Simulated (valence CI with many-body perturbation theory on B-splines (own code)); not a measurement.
Cl³⁺: what the settings do

Level of theory: relativistic CI+MBPT: four valence electrons over a frozen Dirac-Fock core [Ne], a basis of 6 s, 6 p, 5 d, 3 f, 1 g functions for each j, with the one-electron correlation potential Σ1 (screened to all orders), the two-electron term Σ2, the three-electron term Σ3, Breit, model QED; selected single and double excitations, second order for the rest, scaled by the run's own slope (own B-spline code, finite nucleus).

Against 12 measured levels this calculation errs by 230 cm⁻¹ on average and by 364 at most. These come from a selection out of Moore, Atomic Energy Levels, vol. I, NSRDS-NBS 35 (1971 reprint of NBS Circular 467, 1949), an old analysis. Levels without a partner in it may be off by more.

The reference run has the lowest level 3s²3p² ³P_0 and an ionisation energy of 53.1598 eV. Its largest variational space holds 10029 state functions.

Names give the largest LS component (configuration and term), which can be under half, so a name can repeat, a term be missing and a line seem to break the LS rules; names also repeat where a configuration has a term twice.

Changed runs:
A. core polarisation of operators on → off
B. Breit term on → off
C. size limit of the variational space 10000 → 1500; Davidson tolerance 2e-05 → 0.001; second order for the rest on → off
D. correlating orbitals by l 3 3 3 2 1 → 2 2 1 1 0; natural orbitals for correlation on → off (bad on purpose)

Excitation energies of the reference run in cm⁻¹, and shifts in cm⁻¹:

| Level | Reference | A | B | C | D |
| --- | --- | --- | --- | --- | --- |
| 3s²3p² ³P_1 | 492 | 0 | +22 | +508 | -6.0 |
| 3s²3p² ³P_2 | 1344 | 0 | +63 | +722 | -5.8 |
| 3s²3p² ¹D_2 | 13968 | 0 | +50 | +869 | +1927 |
| 3s²3p² ¹S_0 | 32899 | 0 | +46 | +52 | +2473 |
| 3s3p³ ⁵S°_2 | 71681 | 0 | +39 | +669 | -2094 |
| 3s3p³ ³D°_1 | 102659 | 0 | +47 | +1048 | +115 |
| 3s3p³ ³D°_2 | 102696 | 0 | +50 | +1298 | +118 |
| 3s3p³ ³D°_3 | 102779 | 0 | +67 | +1261 | +122 |
| 3s3p³ ³P°_2 | 120332 | 0 | +59 | +1702 | +807 |
| 3s3p³ ³P°_1 | 120348 | 0 | +57 | +1443 | +810 |
| 3s3p³ ³P°_0 | 120350 | 0 | +49 | +292 | +812 |
| 3s²3p3d ¹D°_2 | 129375 | 0 | +95 | +1800 | +680 |
| Ionisation energy (eV) | 53.1598 | 0 | +0.0084 | -0.0063 | -0.1128 |

No effect on these energies: A.
